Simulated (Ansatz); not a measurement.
SrS2, relaxed as a triplet with UKS PBE0-D4/def2-TZVP in Ansatz, starting from the PBE0-D4/def2-TZVP geometry of the neutral singlet. Force threshold 0.02 eV/Å.

In the def2 sets Sr takes a core potential; there is no spin–orbit coupling. At PBE0-D4/def2-TZVP a singlet of charge 0 lies 0.62 eV below the triplet, each at its own geometry. The structure comes from a short search, and lower isomers may exist.

Start:

```xyz
3

Sr   -0.4335   -1.0281    1.0981
S     1.1055   -0.0496   -0.7259
S    -0.6720    1.0777   -0.3722
```

```tsv
step	energy (eV)	largest force component (eV/Å)	SCF passes
1	-22499.9215	2.392	37
2	-22500.5048	0.842	43
3	-22500.5265	0.251	36
4	-22500.5282	0.001	36
```

Force components are those of the run's own axes.

End:

| atom | x (Å) | y (Å) | z (Å) |
| --- | --- | --- | --- |
| Sr1 | -0.490 | -1.162 | 1.241 |
| S2 | 1.073 | 0.056 | -0.785 |
| S3 | -0.583 | 1.106 | -0.456 |

By distances, no bond broke or formed. The bond that changes most is Sr1–S2, from 2.58 to 2.83 Å (atoms count from 1).

No frequencies were taken in this run, so the end may be a saddle point.

Hardware: 4 threads of Arm Neoverse V2 on a shared host. Wall time 7 s.
